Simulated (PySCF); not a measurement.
H9N3Si3, SMILES N1[SiH2]N[SiH2]N[SiH2]1, GFN2-xTB optimised geometry. Atoms within 1.6 Å of the plane z = 0.0 Å (x, y, z in Å): Si3 (-1.06, 1.48, 0.87), N4 (0.23, 0.73, 0.00), Si5 (0.78, -0.90, 0.00), N6 (0.23, -1.64, 1.46), H10 (-2.25, 1.63, 0.01), H11 (-0.60, 2.78, 1.37), H12 (0.63, 1.31, -0.72), H13 (2.25, -0.90, 0.00), H14 (0.25, -1.63, -1.17).

Level of theory: PBE0/def2-TZVP (PySCF). Cells within 0.4 Å of a nucleus heavier than hydrogen are left out (blank, or x).

Map of the Laplacian of the electron density (e/bohr⁵), clipped to [-1.50, 1.50] on the plane z = 0.0 Å:

```
|555555555555555555555555555|
|555555555555555555555555555|
|555555555555555555555555555|
|555555555555555555555555555|
|555555555555555555555555555|
|555555555555555555555555555|
|555555555555555555555555555|
|555555545555555555555555555|
|555555104455555555555555555|
|555555434455555555555555555|
|5555555555554xx455555555555|
|5555555555554xx255555555555|
|555555555555510455555555555|
|555555555555554455555555555|
|555555555555556995455555555|
|555555555555559xx8423555555|
|555555555555559xx9301555555|
|555555555555559995445555555|
|555555555555555555555555555|
|555555555555555555555555555|
|555555555555555555555555555|
|555555555555555555555555555|
|555555555555555555555555555|
|555555555555555555555555555|
|555555555555555555555555555|
|555555555555555555555555555|
|555555555555555555555555555|
```
Scale: ten equal steps from -1.50 (start of '0') to 1.50 (end of '9'), in the order '0123456789'; x runs from -4.50 to 4.50, y from -4.50 (bottom) to 4.50 (top).
